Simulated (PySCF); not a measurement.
Species: CH3B2F3O2.
SMILES: `BOBOC(F)(F)F`

Jobs on this species (11 atoms, 62 electrons) with PySCF (density fitting). Hardware of each: one thread, Arm Neoverse V1 (aarch64) (shared host). Times come from a shared host and carry two figures at best. Peak memory is the resident size of the whole Python process, interpreter and libraries included.

```tsv
level and settings	work	basis functions	SCF cycles	wall time	peak memory
delta-SCF UKS SCAN, pcX-2 on the ionised atom, pcseg-1 elsewhere, non-relativistic	ΔSCF core ionisation, 6 holes	158	?	?	?
delta-SCF UKS PBE, pcX-2 on the ionised atom, pcseg-1 elsewhere, spin-free X2C	ΔSCF core ionisation, 6 holes	158	?	?	?
delta-SCF UKS SCAN, pcX-2 on the ionised atom, pcseg-1 elsewhere, spin-free X2C	ΔSCF core ionisation, 6 holes	158	108	41 s	0.52 GiB
delta-SCF UKS HF, pcX-2 on the ionised atom, pcseg-1 elsewhere, spin-free X2C	ΔSCF core ionisation, 6 holes	158	90	37 s	0.57 GiB
delta-SCF UKS SCAN, def2-TZVP on the ionised atom, pcseg-1 elsewhere, spin-free X2C	ΔSCF core ionisation, 6 holes	144	107	38 s	0.52 GiB
delta-SCF UKS B3LYP, pcX-2 on the ionised atom, pcseg-1 elsewhere, spin-free X2C	ΔSCF core ionisation, 6 holes	158	100	59 s	0.61 GiB
delta-SCF UKS SCAN, pcX-1 on the ionised atom, pcseg-1 elsewhere, spin-free X2C	ΔSCF core ionisation, 6 holes	137	106	33 s	0.52 GiB
PBE0-D3(BJ)/def2-SVP, grid level 1	geometry optimisation from a GFN2-xTB start shaken at random	127	59	58 s	0.52 GiB
delta-SCF UKS PBE0, pcX-2 on the ionised atom, pcseg-1 elsewhere, spin-free X2C	ΔSCF core ionisation, 6 holes	158	99	56 s	0.59 GiB
```

Problem. Fill in the missing figures.

Solution. 
- delta-SCF UKS SCAN, pcX-2 on the ionised atom, pcseg-1 elsewhere, non-relativistic; ΔSCF core ionisation, 6 holes: 40 s, 0.53 GiB, 108 SCF cycles
- delta-SCF UKS PBE, pcX-2 on the ionised atom, pcseg-1 elsewhere, spin-free X2C; ΔSCF core ionisation, 6 holes: 26 s, 0.55 GiB, 107 SCF cycles

Problem. What do all jobs in the table cost together?

Solution. About 6.5 min; the longest takes about 15 % of that, and about 2.3 times as long as the shortest.
